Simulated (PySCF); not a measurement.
Energies from PySCF, thermal terms from the rigid-rotor harmonic-oscillator model, ideal gas at 1 bar. Table values come from the NASA 1993 polynomials. S°(298 K) at PBE0/def2-TZVP differs from the NASA 1993 table for MgF₂ (-10 J/mol/K); whether the harmonic model or the table's entry is off was not settled. All species are closed-shell singlets. The harmonic model lacks anharmonicity and excited electronic states, which grow with temperature; levels with a mode under 35 cm⁻¹ are left out. The table's entry may be an old estimate for MgF₂ (not checked at source).

Harmonic frequencies at PBE/def2-SVP (cm⁻¹): 161, 161, 557, 869. Point group D∞h; S°(298 K) = 247.6 J/mol/K at this level.

Work out Cp and S° of gaseous MgF₂ at 500, 800, 1200, 1600, 2000 K from these, and set them beside the table.


```tsv
T (K)	Cp PBE/def2-SVP	Cp table	S° PBE/def2-SVP	S° table
500	57.2	53.3	275.9	282.9
800	60.1	56.0	303.6	308.6
1200	61.3	57.1	328.2	331.6
1600	61.7	57.6	345.9	348.1
2000	62.0	57.9	359.7	361.0
```
Units J/mol/K.
